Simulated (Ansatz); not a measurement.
Bond stretch in OLi (cation, charge +1), lowest triplet found (which spin is the ground state isn't settled by this scan).

Methods: ROCCSD = CCSD on ROHF/aug-cc-pVDZ, frozen core run with Ansatz (an electronic-structure program); ROHF/aug-cc-pVDZ (Ansatz); UHF/aug-cc-pVDZ (Ansatz).

Energies are in kJ/mol, each relative to the lowest point of its own curve between 1.68 and 2.44 Å, where full CI is lowest.

| R / Å | ROCCSD | ROHF | UHF |
|---|---|---|---|
| 1.41 | 215.5 | 201.9 | 204.0 |
| 1.51 | 128.3 | 117.5 | 119.1 |
| 1.62 | 68.8 | 60.8 | 61.9 |
| 1.68 | … | 40.7 | 41.6 |
| 1.77 | 25.1 | 20.5 | 21.1 |
| 1.83 | … | 11.9 | 12.3 |
| 1.89 | … | 6.2 | 6.5 |
| 1.97 | 3.1 | 1.8 | 2.0 |
| 2.02 | 1.2 | 0.5 | … |
| 2.08 | 0.0 | 0.0 | 0.0 |
| 2.19 | … | 1.1 | 1.0 |
| 2.29 | 2.0 | 3.4 | 3.2 |
| 2.44 | 6.2 | 7.9 | 7.8 |
| 2.61 | … | 13.4 | 13.3 |
| 2.86 | 19.2 | 20.6 | 20.6 |
| 3.10 | 25.4 | 26.2 | 26.4 |
| 3.45 | 32.1 | 32.1 | 32.5 |
| 3.79 | 36.5 | 36.0 | 36.6 |
| 4.28 | 40.4 | 39.5 | 40.2 |
| 4.81 | 42.8 | 41.6 | 42.3 |
| 5.64 | 44.8 | 43.3 | 44.2 |
| 6.64 | 45.9 | 44.4 | 45.3 |

Question: Complete the blanks.

Answer: 
- 1.68, ROCCSD: 47.3
- 1.83, ROCCSD: 15.4
- 1.89, ROCCSD: 8.6
- 2.02, UHF: 0.6
- 2.19, ROCCSD: 0.2
- 2.61, ROCCSD: 11.6
